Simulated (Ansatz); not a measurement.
Computed with Ansatz.

C2H7MgNO (`C[N](C)[Mg][OH]`). Charge 0, multiplicity 1. All single points use the PBE0-D4/def2-TZVP geometry. It is one conformer, not always the lowest.

```xyz
12

C    -0.522   -0.930    1.119
N    -0.119    0.031    0.127
C    -0.903    1.232    0.239
Mg    1.255   -0.244   -1.144
O     2.590   -0.472   -2.282
H     0.065   -1.854    1.050
H    -1.583   -1.217    1.020
H    -0.397   -0.549    2.148
H    -1.982    1.044    0.099
H    -0.612    1.977   -0.509
H    -0.797    1.712    1.227
H     3.006   -0.729   -3.094
```

(1) What is the dipole moment at ωB97M-V/def2-TZVPP? (Best estimate.)

(2) And with PBE, r2SCAN, B3LYP? (An estimate is asked.)

(3) Give the Mulliken charges with ωB97M-V, PBE, r2SCAN in def2-TZVPP. (Estimate.)

## Answers

(1) The calculation gave: 0.73 D, with components (-0.21, -0.30, -0.64) D in this frame, pointing from negative to positive charge.

(2) The calculation gave: PBE 0.67 D, r2SCAN 0.72 D, B3LYP 0.72 D.

(3) The calculation gave: 
```json
{"atom": "C1", "ωB97M-V": "-0.18", "PBE": "-0.12", "r2SCAN": "0.04"}
{"atom": "N2", "ωB97M-V": "-0.52", "PBE": "-0.46", "r2SCAN": "-0.58"}
{"atom": "C3", "ωB97M-V": "-0.18", "PBE": "-0.12", "r2SCAN": "0.04"}
{"atom": "Mg4", "ωB97M-V": "0.81", "PBE": "0.74", "r2SCAN": "0.86"}
{"atom": "O5", "ωB97M-V": "-0.62", "PBE": "-0.61", "r2SCAN": "-0.69"}
{"atom": "H6", "ωB97M-V": "0.06", "PBE": "0.05", "r2SCAN": "0.00"}
{"atom": "H7", "ωB97M-V": "0.10", "PBE": "0.07", "r2SCAN": "0.03"}
{"atom": "H8", "ωB97M-V": "0.10", "PBE": "0.07", "r2SCAN": "0.03"}
{"atom": "H9", "ωB97M-V": "0.10", "PBE": "0.07", "r2SCAN": "0.03"}
{"atom": "H10", "ωB97M-V": "0.06", "PBE": "0.05", "r2SCAN": "0.00"}
{"atom": "H11", "ωB97M-V": "0.10", "PBE": "0.07", "r2SCAN": "0.03"}
{"atom": "H12", "ωB97M-V": "0.16", "PBE": "0.18", "r2SCAN": "0.19"}
```

B3LYP here is the variant with VWN-RPA as its local correlation; programs differ in this.
